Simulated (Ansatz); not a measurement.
Input:

```yaml
crystal:
  lattice:
    - [8.1, 0.0, 0.0]
    - [0.0, 8.1, 0.0]
    - [0.0, 0.0, 8.1]
  atoms:
    - { symbol: Al, position: [0.5, 0.0, 0.0] }
    - { symbol: Al, position: [0.75, 0.25, 0.0] }
    - { symbol: Al, position: [0.75, 0.0, 0.25] }
    - { symbol: Al, position: [0.0, 0.0, 0.0] }
    - { symbol: Al, position: [0.25, 0.25, 0.0] }
    - { symbol: Al, position: [0.5, 0.5, 0.0] }
    - { symbol: Al, position: [0.75, 0.75, 0.0] }
    - { symbol: Al, position: [0.25, 0.0, 0.25] }
    - { symbol: Al, position: [0.5, 0.25, 0.25] }
    - { symbol: Al, position: [0.75, 0.5, 0.25] }
    - { symbol: Al, position: [0.5, 0.0, 0.5] }
    - { symbol: Al, position: [0.75, 0.25, 0.5] }
    - { symbol: Al, position: [0.75, 0.0, 0.75] }
    - { symbol: Al, position: [0.0, 0.5, 0.0] }
    - { symbol: Al, position: [0.25, 0.75, 0.0] }
    - { symbol: Al, position: [0.0, 0.25, 0.25] }
    - { symbol: Al, position: [0.25, 0.5, 0.25] }
    - { symbol: Al, position: [0.5, 0.75, 0.25] }
    - { symbol: Al, position: [0.0, 0.0, 0.5] }
    - { symbol: Al, position: [0.25, 0.25, 0.5] }
    - { symbol: Al, position: [0.5, 0.5, 0.5] }
    - { symbol: Al, position: [0.75, 0.75, 0.5] }
    - { symbol: Al, position: [0.25, 0.0, 0.75] }
    - { symbol: Al, position: [0.5, 0.25, 0.75] }
    - { symbol: Al, position: [0.75, 0.5, 0.75] }
    - { symbol: Al, position: [0.0, 0.75, 0.25] }
    - { symbol: Al, position: [0.0, 0.5, 0.5] }
    - { symbol: Al, position: [0.25, 0.75, 0.5] }
    - { symbol: Al, position: [0.0, 0.25, 0.75] }
    - { symbol: Al, position: [0.25, 0.5, 0.75] }
    - { symbol: Al, position: [0.5, 0.75, 0.75] }
    - { symbol: Al, position: [0.0, 0.75, 0.75] }
    - { symbol: O, position: [0.24346908, 0.74564076, 0.25106253] }
basis:
  ecutwfc: 420.0
kpoints:
  mp_grid: { grid: [2, 2, 2] }
hamiltonian:
  xc: lda
scf:
  occupations: { method: fermi_dirac, width: 0.05 }
  lower_state_search: "off"
relax:
  f_tol: 0.03
  max_steps: 60
  adjacent_minimum: "off"
```

Command:

```bash
$ ansatz run input.yaml --threads 2 --pin off --max-ram 5120MiB --backend cpu --events-out ev --progress --plain --runs-dir out
```

Hardware: 2 threads of Intel(R) Xeon(R) CPU @ 2.60GHz (Ice Lake), with other jobs on the host.

Task: Roughly how long does this run take, and how much memory?

Result: 75 s, with a peak of 1 GiB, for 14 ionic steps.
